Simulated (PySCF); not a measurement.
Ionisation energy of C²⁺ by level of theory

C²⁺ [He] 2s2 (1S) → C³⁺ [He] 2s1 (2S), as a difference of total energies. Calculation: PySCF 2.14, in aug-cc-pVQZ (6s5p4d3f2g, 80 functions); the non-relativistic Hamiltonian (point nucleus). Correlated levels: valence: 1s2 frozen. The calculations carry no spin-orbit coupling.

```
           method  ionisation energy (eV)  error (eV)
              UHF                  45.779      -2.109
    MP2 (valence)                  47.022      -0.866
SCS-MP2 (valence)                  47.271      -0.617
   CCSD (valence)                  47.810      -0.078
```

Reference: 47.888 eV (measured; NIST Atomic Spectra Database, ionization energies).

Errors of the correlated levels include the incompleteness of this basis and the frozen core.

With two correlated electrons CCSD is exact in that space.

The coupled-cluster amplitudes are large for C²⁺ (T1 above 0.03 or a double amplitude above 0.15), so a single reference is strained.
